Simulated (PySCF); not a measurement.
Level of theory: PBE0-D4/def2-TZVP // PBE0-D4/def2-SVP (PySCF 2.14.0). Gas-phase values, no solvent. One relaxed conformer stands for a flexible species; it need not be the lowest. Delta-SCF ions had no search for a lower state. 

Reference species (SMILES): `C1[C@H]2CC[C@@H]([C@H]1C=O)[C@@H]2B` (neutral, multiplicity 1).

```json
{
 "HOMO–LUMO gap": "5.80 eV",
 "vertical ionisation energy (Delta-SCF)": "9.37 eV",
 "HOMO": "-7.32 eV",
 "S1 oscillator strength": "0.000"
}
```

After one change: the HOMO–LUMO gap rises by 0.21 eV; the vertical ionisation energy (Delta-SCF) rises by 0.05 eV; the HOMO decreases by 0.06 eV; the S1 oscillator strength is nearly the same.

Question: Which change was made? The new species is one of these.
A) `B[C@@H]1[C@H]2CC[C@]1(C=O)CC2`
B) `B[C@@H]1C[C@H]2C[C@@H]1C[C@@H]2C=O`
C) `B[C@@]1(C=O)C[C@@H]2CC[C@H]1C2`
D) `B[C@]1(C=O)[C@H]2CC[C@@H]1CC2`

Answer: B, `B[C@@H]1C[C@H]2C[C@@H]1C[C@@H]2C=O`
